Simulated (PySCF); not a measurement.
# How the method moves the HOMO and LUMO of `BCO[SiH2][SiH3]`

CH9BOSi2.
Structure used (PBE0-D3(BJ)/def2-SVP), in Å, numbered top down from 1:
```xyz
14
CH9BOSi2 angstrom
B     -2.6616    0.2901    0.1735
C     -1.5708    1.0569   -0.6271
O     -0.2446    1.0317   -0.1518
Si     0.7647   -0.2867   -0.3254
Si     2.7547    0.2534    0.7773
H     -3.7975    0.3340   -0.2408
H     -2.4168   -0.3096    1.1936
H     -1.6326    0.7773   -1.7029
H     -1.9167    2.1142   -0.6295
H      1.0013   -0.5703   -1.7809
H      0.1379   -1.5200    0.2571
H      2.4927    0.4993    2.2280
H      3.7213   -0.8819    0.6477
H      3.3660    1.4774    0.1754
```

Basis pcSseg-1 throughout (PySCF), one geometry. The structure is a single PBE0-D3(BJ)/def2-SVP conformer in the gas phase; no vibrational or solvent corrections.

How do the orbital energies, the gap and the dipole change with the method?

| method | kind | HOMO (eV) | LUMO (eV) | gap (eV) | μ (D) | SCF cycles |
| --- | --- | --- | --- | --- | --- | --- |
| BLYP | GGA | -6.25 | -2.45 | 3.80 | 0.94 | 15 |
| OPBE | GGA | -6.33 | -2.37 | 3.97 | 0.94 | 14 |
| PBE | GGA | -6.36 | -2.59 | 3.76 | 0.94 | 14 |
| B97-D | GGA | -6.39 | -2.37 | 4.01 | 0.96 | 14 |
| KT2 | GGA | -6.46 | -2.59 | 3.87 | 0.89 | 14 |
| LDA | LDA | -6.46 | -2.88 | 3.59 | 0.97 | 13 |
| BP86 | GGA | -6.47 | -2.65 | 3.83 | 0.96 | 14 |
| KT3 | GGA | -6.48 | -2.47 | 4.01 | 0.89 | 14 |
| B97-2 | global hybrid | -7.58 | -1.53 | 6.05 | 1.01 | 12 |
| B3LYP | global hybrid | -7.61 | -1.80 | 5.80 | 1.01 | 13 |
| PBE0 | global hybrid | -7.84 | -1.56 | 6.28 | 1.01 | 12 |
| mPW1PW91 | global hybrid | -7.88 | -1.54 | 6.34 | 1.02 | 12 |
| CAM-B3LYP | range-separated hybrid | -9.25 | -0.45 | 8.80 | 1.05 | 12 |
| BHandHLYP | global hybrid | -9.26 | -0.50 | 8.76 | 1.09 | 12 |
| wB97X-D | range-separated hybrid | -9.75 | 0.37 | 10.11 | 1.05 | 12 |
| LC-wPBE | range-separated hybrid | -10.60 | 0.79 | 11.39 | 1.10 | 13 |
| HF | Hartree–Fock | -10.98 | 2.04 | 13.02 | 1.20 | 10 |

The HOMO spans 4.73 eV, from BLYP down to HF, and the gap runs from 3.59 eV (LDA) to 13.02 eV (HF). Over the methods BLYP (0 %), OPBE (0 %), PBE (0 %), B97-D (0 %), KT2 (0 %), LDA (0 %), BP86 (0 %), KT3 (0 %), B97-2 (21 %), B3LYP (20 %), PBE0 (25 %), mPW1PW91 (25 %), BHandHLYP (50 %), HF (100 %), a straight line through the gap against the share of exact exchange rises by 0.93 eV for each 10 % (correlation coefficient 0.998). The dipole ranges from 0.89 D (KT3) to 1.20 D (HF). This basis has no diffuse functions.
